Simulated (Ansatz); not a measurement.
Ansatz input wanted

The species is [HfF4]+ (5 atoms), meant as a doublet with charge +1. As SMILES of the parent species, `F[Hf](F)(F)F`. Geometry: relaxed at PBE0-D4/def2-TZVP. That shape belongs to the parent species and isn't relaxed for this state.

```xyz
5

F    -0.9087   -0.1120    1.6614
Hf    0.0000    0.0000    0.0000
F     1.6229   -0.9772    0.0997
F    -1.0932   -0.7277   -1.3690
F     0.3790    1.8169   -0.3922
```

Settings wanted:

```
basis set              : def2-SVP
core potential         : def2-SVP
integral approximation : none
task                   : energy
method                 : DFT
functional             : revPBE
dispersion             : none
reference              : UKS
accuracy               : high
```

Q: Write the Ansatz 0.2.0 input and the command.

A: This one ran through:

molecule.yaml:
```yaml
basis:
  gaussian: {orbitals: def2-SVP}
crystal:
  periodic: [false, false, false]
  atoms:
    - {symbol: F, position_ang: [-0.908700, -0.112040, 1.661430]}
    - {symbol: Hf, position_ang: [-0.000000, 0.000000, -0.000000]}
    - {symbol: F, position_ang: [1.622880, -0.977200, 0.099740]}
    - {symbol: F, position_ang: [-1.093180, -0.727680, -1.368970]}
    - {symbol: F, position_ang: [0.379000, 1.816910, -0.392190]}
total_charge: 1
magnetization: {spin_polarized: true, initial_magnetization: 1}
hamiltonian: {xc: {name: revPBE}}
accuracy: high
output: {orbitals: {seedname: orbitals}}
```

```bash
$ ansatz run molecule.yaml --threads 1 --pin off --max-ram 3480MiB --events-out events.jsonl --progress --plain --runs-dir runs
```

Calculated total energy: -446.84886 Eh.
